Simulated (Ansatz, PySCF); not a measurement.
Potential energy curve for CuH, singlet.

- UHF/def2-TZVP (PySCF)
- RHF/def2-TZVP (PySCF)
- UKS-TPSSh = unrestricted TPSSh/def2-TZVP run with PySCF
- RKS-TPSSh = restricted TPSSh/def2-TZVP (PySCF)
- UKS-BLYP = unrestricted BLYP/def2-TZVP in PySCF
- RKS-BLYP = PySCF 2.14.0 with restricted BLYP/def2-TZVP
- UKS-CAM-B3LYP = unrestricted CAM-B3LYP/def2-TZVP (PySCF 2.14.0)
- RKS-CAM-B3LYP = PySCF with restricted CAM-B3LYP/def2-TZVP
- UKS-PBE = unrestricted PBE/def2-TZVP run with Ansatz (a quantum-chemistry and plane-wave program)
- RKS-PBE = Ansatz with restricted PBE/def2-TZVP
- UKS-B3LYP/6-31G* = unrestricted B3LYP/6-31G*, spherical d (PySCF)
- RKS-B3LYP/6-31G* = restricted B3LYP/6-31G*, spherical d in PySCF 2.14.0
- UKS-B3LYP/3-21G = unrestricted B3LYP/3-21G run with PySCF
- RKS-B3LYP/3-21G = restricted B3LYP/3-21G run with PySCF 2.14.0
- UKS-B3LYP/LANL2DZ = unrestricted B3LYP/LANL2DZ, with its core potentials past Ne in PySCF 2.14.0
- RKS-B3LYP/LANL2DZ = restricted B3LYP/LANL2DZ, with its core potentials past Ne (PySCF)

Scanned distances (Å): 1.17, 1.26, 1.35, 1.41, 1.43, 1.49, 1.52, 1.57, 1.65, 1.72, 1.83, 2.00, 2.21, 2.47, 2.67, 2.97, 3.31, 3.63, 4.02, 4.49, 5.26, 5.94.

### Question
Where does the unrestricted solution first break spin symmetry (<S²> of 0.01 or more)?

### Answer
UHF: between 1.83 and 2.00 Å; UKS-TPSSh: between 2.21 and 2.47 Å; UKS-BLYP: between 2.21 and 2.47 Å; UKS-CAM-B3LYP: between 2.00 and 2.21 Å; UKS-PBE: between 2.21 and 2.47 Å; UKS-B3LYP/6-31G*: between 1.49 and 1.52 Å; UKS-B3LYP/3-21G: already at 1.17 Å; UKS-B3LYP/LANL2DZ: between 2.21 and 2.47 Å.

```
R / Å  <S²> UHF  E(RHF) − E(UHF) / kJ/mol  <S²> UKS-TPSSh  E(RKS-TPSSh) − E(UKS-TPSSh) / kJ/mol  <S²> UKS-BLYP  E(RKS-BLYP) − E(UKS-BLYP) / kJ/mol  <S²> UKS-CAM-B3LYP  E(RKS-CAM-B3LYP) − E(UKS-CAM-B3LYP) / kJ/mol  <S²> UKS-PBE  E(RKS-PBE) − E(UKS-PBE) / kJ/mol  <S²> UKS-B3LYP/6-31G*  E(RKS-B3LYP/6-31G*) − E(UKS-B3LYP/6-31G*) / kJ/mol  <S²> UKS-B3LYP/3-21G  E(RKS-B3LYP/3-21G) − E(UKS-B3LYP/3-21G) / kJ/mol  <S²> UKS-B3LYP/LANL2DZ  E(RKS-B3LYP/LANL2DZ) − E(UKS-B3LYP/LANL2DZ) / kJ/mol
-----  --------  ------------------------  --------------  ------------------------------------  -------------  ----------------------------------  ------------------  --------------------------------------------  ------------  --------------------------------  ---------------------  --------------------------------------------------  --------------------  ------------------------------------------------  ----------------------  ----------------------------------------------------
1.17       0.00                       0.0            0.00                                   0.0           0.00                                 0.0                0.00                                           0.0          0.00                               0.0                   0.00                                                 0.0                  0.49                                              14.2                    0.00                                                   0.0
1.26       0.00                       0.0            0.00                                   0.0           0.00                                 0.0                0.00                                           0.0          0.00                               0.0                   0.00                                                 0.0                  0.61                                              21.0                    0.00                                                   0.0
1.35       0.00                       0.0            0.00                                   0.0           0.00                                 0.0                0.00                                           0.0          0.00                               0.0                   0.00                                                 0.0                  0.70                                              28.3                    0.00                                                   0.0
1.41       0.00                       0.0            0.00                                   0.0           0.00                                 0.0                0.00                                           0.0          0.00                               0.0                   0.00                                                 0.0                  0.76                                              33.2                    0.00                                                   0.0
1.43       0.00                       0.0            0.00                                   0.0           0.00                                 0.0                0.00                                           0.0          0.00                               0.0                   0.00                                                 0.0                  0.77                                              34.8                    0.00                                                   0.0
1.49       0.00                       0.0            0.00                                   0.0           0.00                                 0.0                0.00                                           0.0          0.00                               0.0                   0.00                                                 0.0                  0.81                                              39.7                    0.00                                                   0.0
1.52       0.00                       0.0            0.00                                   0.0           0.00                                 0.0                0.00                                           0.0          0.00                               0.0                   0.02                                                 0.0                  0.83                                              42.1                    0.00                                                   0.0
1.57       0.00                       0.0            0.00                                   0.0           0.00                                 0.0                0.00                                           0.0          0.00                               0.0                   0.09                                                 0.4                  0.86                                              46.0                    0.00                                                   0.0
1.65       0.00                       0.0            0.00                                   0.0           0.00                                 0.0                0.00                                           0.0          0.00                               0.0                   0.19                                                 1.6                  0.91                                              48.6                    0.00                                                   0.0
1.72       0.00                       0.0            0.00                                   0.0           0.00                                 0.0                0.00                                           0.0          0.00                               0.0                   0.25                                                 3.2                  0.93                                              55.6                    0.00                                                   0.0
1.83       0.00                       0.0            0.00                                   0.0           0.00                                 0.0                0.00                                           0.0          0.00                               0.0                   0.33                                                 6.2                  0.96                                              66.3                    0.00                                                   0.0
2.00       0.09                       0.3            0.00                                   0.0           0.00                                 0.0                0.00                                           0.0          0.00                               0.0                   0.42                                                11.5                  0.99                                              82.3                    0.00                                                   0.0
2.21       0.47                      12.7            0.00                                   0.0           0.00                                 0.0                0.06                                           0.1          0.00                               0.0                   0.53                                                19.5                  1.00                                             102.7                    0.00                                                   0.0
2.47       0.72                      43.9            0.42                                   7.0           0.08                                 0.3                0.42                                          10.2          0.03                               0.0                   0.71                                                35.0                  1.02                                             131.3                    0.25                                                   3.0
2.67       0.83                      72.8            0.60                                  20.2           0.32                                 4.1                0.61                                          25.5          0.38                               4.1                   0.83                                                52.4                  1.02                                             155.6                    0.47                                                  11.5
2.97       0.91                     117.5            0.74                                  42.9           0.59                                15.5                0.79                                          54.5          0.70                              18.9                   0.96                                                83.2                  1.02                                             192.3                    0.69                                                  30.4
3.31       0.96                     164.6            0.83                                  67.2           0.79                                31.6                0.91                                          88.9          0.89                              40.3                   0.99                                               121.3                  1.01                                             228.1                    0.85                                                  54.7
3.63       0.98                     203.8            0.88                                  86.5           0.90                                46.3                0.96                                         118.6          0.96                              59.7                   1.00                                               151.4                  1.00                                             253.2                    0.93                                                  76.7
4.02       0.99                     244.3            0.92                                 104.9           0.97                                61.5                0.98                                         149.2          0.99                              78.6                   1.00                                               179.4                  1.00                                             273.5                    0.97                                                 100.0
4.49       1.00                     283.7            0.94                                 120.4           0.99                                74.9                1.00                                         177.9          1.00                              94.1                   1.00                                               202.2                  1.00                                             287.0                    0.99                                                 121.7
5.26       1.00                     330.6            1.00                                 134.0           1.00                                87.4                1.00                                         209.8          1.00                             108.1                   1.00                                               223.5                  1.00                                             297.1                    1.00                                                 144.8
5.94       1.00                     358.6            1.00                                 141.9           1.00                                92.6                1.00                                         227.5          1.00                             113.8                   1.00                                               233.3                  1.00                                             301.6                    1.00                                                 156.7
```
